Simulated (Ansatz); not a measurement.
`[OH][Ge]([OH])([OH])[Cl]`, charge 0, multiplicity 1.

Question: Give a relaxed structure at PBE0-D4/def2-TZVP (Ansatz). (Estimate.)

Answer: Ansatz gave: 
```xyz
8

O    -1.5981   -0.6348   -0.1752
Ge    0.0272    0.0083   -0.2129
O    -0.2157    1.7151    0.0767
O     1.0874   -0.7410    0.9732
Cl    0.9987   -0.3658   -2.0694
H    -1.6378   -1.5544   -0.4505
H     0.5956    2.2228   -0.0085
H     0.7427   -0.6503    1.8666
```
Point group Cs.
